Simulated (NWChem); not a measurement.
Species: CH$_{3}$CdI; SMILES [CH3][Cd][I]

Results from NWChem. Structure relaxed at the PBE0/def2-SVP level. def2 effective core potentials on Cd, I; no spin-orbit coupling. Level MN15/def2-SVP: energy and gradient on several grids; changes count from the extra-fine grid, which is no exact limit either.

Problem. Which is the coarsest grid (coarse; xfine; medium; xcoarse; fine) from which on the energy stays within 500 μHa and each gradient component within 500 μHa/bohr of xfine?

Solution. coarse.
| grid | size of the energy change (μHa) | largest change of a gradient component (μHa/bohr) |
|---|---|---|
| xcoarse | 10000 | 5000 |
| coarse | 40 | 100 |
| medium | < 10 | < 30 |
| fine | < 10 | < 30 |
| xfine | < 10 | < 30 |
